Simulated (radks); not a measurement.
The nuclear charge of neutral chromium is varied continuously with 24 electrons held in [Ar] 3d5 4s1. All-electron calculation, scalar-relativistic Kohn-Sham, r2SCAN, spin-unpolarised, spherical densities, finite nucleus; meta-GGA in the generalised Kohn-Sham scheme; Fermi nuclear charge, rms radius 3.6452 fm. Program: a radial shooting solver on a logarithmic mesh with Libxc functionals. By the Hellmann-Feynman theorem dE/dZ = E(electron-nucleus)/Z, the electronic potential at the nucleus (averaged over a nucleus of fixed radius). The scalar-relativistic energy here is not variational (the density holds large components alone), so the two differ by a part that grows with Z.

| Z | E (hartree) | E(electron-nucleus)/Z (hartree) | HOMO | e(HOMO) (eV) | <r> HOMO (bohr) |
|---|---|---|---|---|---|
| 23.8 | -1029.89828 | -103.285 | 3d | -1.156 | 1.626 |
| 23.9 | -1040.26344 | -103.875 | 3d | -1.945 | 1.565 |
| 24 | -1050.68766 | -104.464 | 3d | -2.812 | 1.512 |
| 24.1 | -1061.17079 | -105.052 | 3d | -3.749 | 1.465 |
| 24.2 | -1071.71271 | -105.638 | 3d | -4.754 | 1.422 |
| 24.3 | -1082.31329 | -106.223 | 3d | -5.823 | 1.384 |
| 24.4 | -1092.97245 | -106.807 | 4s | -6.742 | 3.172 |
| 24.5 | -1103.69009 | -107.390 | 4s | -7.514 | 3.108 |
| 24.6 | -1114.46614 | -107.973 | 4s | -8.315 | 3.047 |
| 24.7 | -1125.30051 | -108.554 | 4s | -9.144 | 2.989 |
| 24.8 | -1136.19314 | -109.136 | 4s | -10.000 | 2.933 |
| 24.9 | -1147.14398 | -109.716 | 4s | -10.883 | 2.880 |
| 25 | -1158.15298 | -110.296 | 4s | -11.792 | 2.829 |

The central difference of E at Z = 24 is -104.537 hartree, to compare with the third column; the second derivative is -5.89 hartree.
